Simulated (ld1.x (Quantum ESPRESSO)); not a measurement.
**Varying the TM potential for Ti (Z = 22)**

Base potential:

ld1.x (Quantum ESPRESSO) 7.5 input, shortened:

```
&input
   title='Ti', zed=22., rel=1, dft='PBE', iswitch=3,
   config='[Ar] 3d2 4s0.5 4p0'
 /
 &inputp
   pseudotype=2, tm=.true., lloc=1,
   nlcc=.true., new_core_ps=.true.
 /
3
4S  1  0   0.50   0.00  2.55  2.55  0.0
3D  3  2   2.00   0.00  1.50  1.50  0.0
4P  2  1   0.00   0.00  2.35  2.35  0.0
 &test
   configts(1)='3d2 4s0.5 4p0'
 /
```

All-electron outer shells of the reference configuration (PBE, scalar-relativistic, ld1.x):

```tsv
shell	level (eV)	outermost node (bohr)	outermost maximum (bohr)
3p	-50.30	0.37	0.90
3d	-15.38	–	0.97
4s	-13.54	1.23	2.67
4p	-9.45	1.36	3.19
```

Cutoffs, loose and tight: the cutoffs (Ry, on a coarse ladder) from which the occupation-weighted sum of valence levels, in a spherical-Bessel basis at the reference potential, stays within 10 and 1 mRy of its value at 400 Ry. They do not see the model core or the augmentation charge, which bear on the density cutoff. Test errors are all-electron minus pseudo excitation energies from the reference, over the configurations 3d2 4s2 4p0; 3d2 4s1 4p0; 3d2 4s0 4p0; 3d2.5 4s1.5 4p0; 3d1 4s2 4p1; 3d1 4s0 4p0; 3d3 4s0 4p0. A dash means not determined; rows that change the core or the reference have their own tests. The largest error is taken over the tests solved by every variant that gives reliable tests at all: 3d1 4s2 4p1; 3d2 4s0 4p0; 3d2 4s1 4p0; 3d3 4s0 4p0.

A true bound ghost makes a file unfit for plane-wave use even where its test errors are small: the radial tests pick states by their node count and pass the ghost by. Where a test does run into it, the solver fails or the error is huge.

The default core radius of the base comes out at 1.77 bohr.

```csv
change,outcome,"cutoff, loose","cutoff, tight",bound ghosts,largest test error (meV)
base,generated,80 Ry,90 Ry,s,-579
wave 4p (bound): rc 2.35 bohr becomes 4p (bound): rc 2.88 bohr,generated,80 Ry,90 Ry,s,-349
"core [Ne], valence charge 12; reference 3s2 3p6 3d2 4s0 4p0; waves now 3s (bound): rc 1.55 bohr; 3p (bound): rc 1.55 bohr; 3d (bound): rc 2.55 bohr; local potential the d channel; core correction Bessel-smoothed model core inside 0.75 bohr",generated,45 Ry,80 Ry,none,+2857
wave 3d (bound): rc 1.50 bohr becomes 3d (bound): rc 2.08 bohr,generated,50 Ry,60 Ry,s,-397
"all radii but the core radius scaled by about 1.21 (s 3.08, p 2.84, d 1.82 bohr)",generated,60 Ry,70 Ry,s,-563
reference 3d2 4s1.5 4p0.5,generated,80 Ry,90 Ry,s,-492
core correction Bessel-smoothed model core inside 1.76 bohr,generated,80 Ry,90 Ry,s,-579
wave 4s (bound): rc 2.55 bohr becomes 4s (bound): rc 1.56 bohr,generated,100 Ry,140 Ry,s,-281
```
